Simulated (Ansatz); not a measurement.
Basis-set extrapolation for CH$_{7}$NSi$_{2}$ (`N[SiH]1C[SiH2]1`) (PBE0-D4/def2-TZVP geometry, frozen core, Ansatz 0.2.0). Multiplicity 1, RHF reference.

|  | def2-TZVPP | def2-QZVPP |
| --- | --- | --- |
| HF | -674.300990 | -674.323507 |
| MP2 correlation | -0.631216 | -0.675654 |
| CCSD(T) correlation | -0.707379 | not run |

Energies in hartree. Use E(X) = E(∞) + A·exp(−7.88·√X) for Hartree–Fock and E(X) = E(∞) + B·X^(−2.97) for correlation, with X = 3 and 4, and add CCSD(T) minus MP2 of the smaller set to the MP2 limit.

Task: What is the CCSD(T) energy at the basis-set limit?

Result: HF limit: -674.323507 + (-0.022517) × 0.13774 = -674.32661. MP2 limit: -0.675654 + (-0.044438) × 0.74074 = -0.70857. Higher-order term: -0.707379 − (-0.631216) = -0.07616. Total: -675.11134 hartree, 270.4 kJ/mol below CCSD(T)/def2-TZVPP.
